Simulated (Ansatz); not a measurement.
## FH2SiSn: where a starting geometry ends

The starting geometry of this gas-phase doublet was optimised with GFN2-xTB.

```yaml
atoms:
  - { symbol: F, position_ang: [1.8187, -0.9807, 1.7887] }
  - { symbol: Si, position_ang: [1.0416, 0.1321, 0.8926] }
  - { symbol: Sn, position_ang: [-1.4788, -0.4654, 0.8137] }
  - { symbol: H, position_ang: [-1.5799, 0.8536, -0.4458] }
  - { symbol: H, position_ang: [-0.4191, -1.4910, -0.3966] }
```

Problem. Predict what it relaxes into with PBE0-D3(BJ)/def2-SVP.

Solution. A new bond forms, giving a structure with H5 bridging Sn3 and Si2, given below by its coordinates. Contacts that close: Si2–H5 (2.54 → 1.68 Å).

The energy falls by 0.56 eV over 13 steps:

| step | E − E(last) (eV) |
| --- | --- |
| 1 | 0.564 |
| 2 | 0.382 |
| 4 | 0.064 |
| 5 | 0.020 |
| 6 | 0.006 |
| 8 | 0.001 |
| 9 | 0.000 |
| 10 | 0.000 |
| 12 | 0.000 |
| 13 | 0.000 |

Final geometry (Å):

```xyz
5

F     1.7383   -1.1115    1.6910
Si    0.9227   -0.0413    0.7553
Sn   -1.6335   -0.3843    0.8749
H    -1.6553    0.7154   -0.5217
H     0.0104   -1.1296   -0.1469
```

Frequencies at the end are all real (lowest 124 cm⁻¹). Open shells are spin-unrestricted. Atoms past krypton carry core potentials, without spin–orbit terms. Run with Ansatz 0.2.0, 70 s on 1 thread of AMD EPYC 7R43 64-Core Processor (Zen 3), with other jobs on the host.
